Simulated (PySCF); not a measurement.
# Electronic structure of Re⁺ (rhenium, charge +1) at the UHF level

Configuration: [Xe] 4f14 5d5 6s1, high-spin 7S determinant. Calculation: PySCF 2.14, in x2c-TZVPPall with one added diffuse shell each of s, p, d, f type (12s8p8d4f1g, 113 functions); scalar relativity by spin-free X2C-1e.

```json
{"Total energy": "-16688.009134 hartree", "One-electron energy": "-22879.5496 hartree", "Hartree (Coulomb) energy": "6523.0052 hartree", "Exchange energy": "-331.4648 hartree", "⟨S²⟩": "12.0072", "⟨L²⟩": "0.000", "Sum of ⟨r⟩": "42.04 bohr", "Sum of ⟨r²⟩": "52.65 bohr²", "Langevin diamagnetic susceptibility": "-41.7 ×10⁻⁶ cm³/mol"}
```

```
shell  electrons  mean orbital energy (hartree)  rms radius, mean of both spins (bohr)
 1s α          1                    -2648.40875                                 0.0204
 1s β          1                    -2648.40825                                 0.0204
 2s α          1                     -464.65855                                 0.0824
 2s β          1                     -464.63961                                 0.0824
 2p α          3                     -406.76822                                 0.0751
 2p β          3                     -406.75001                                 0.0751
 3s α          1                     -110.13423                                  0.210
 3s β          1                     -110.12861                                  0.210
 3p α          3                      -92.69330                                  0.212
 3p β          3                      -92.68856                                  0.212
 3d α          5                      -72.19017                                  0.194
 3d β          5                      -72.17546                                  0.194
 4s α          1                      -24.44184                                  0.468
 4s β          1                      -24.41851                                  0.468
 4p α          3                      -18.59403                                  0.498
 4p β          3                      -18.57298                                  0.498
 4d α          5                      -10.98924                                  0.538
 4d β          5                      -10.95618                                  0.538
 5s α          1                       -4.08206                                   1.12
 5s β          1                       -3.87294                                   1.12
 5p α          3                       -2.54690                                   1.30
 4f α          7                       -2.50855                                  0.638
 4f β          7                       -2.48383                                  0.638
 5p β          3                       -2.23874                                   1.30
 5d α          5                       -0.72506                                   1.96
 6s α          1                       -0.58996                                   3.09
```

Spin-orbit coupling, which splits the p, d and f shells strongly at this Z, is absent.

Densities and radii are taken from the X2C orbitals without a picture-change correction, which distorts them close to the nucleus.

Spin-orbit constants ζ (cm⁻¹) from the X2C one-electron operator on these orbitals: bare nucleus, nucleus screened by l(l+1)(2l+1)/3 electrons, and screened by the Breit-Pauli mean field of the electrons.

| shell | bare | screened nucleus | mean field |
| --- | --- | --- | --- |
| 2p | 7248000 | 7055000 | n/a |
| 3p | 1590000 | 1548000 | n/a |
| 3d | 248200 | 215100 | n/a |
| 4p | 366700 | 356900 | n/a |
| 4d | 49710 | 43080 | n/a |
| 4f | 8989 | 5633 | n/a |
| 5p | 50050 | 48720 | n/a |
| 5d | 3444 | 2984 | n/a |
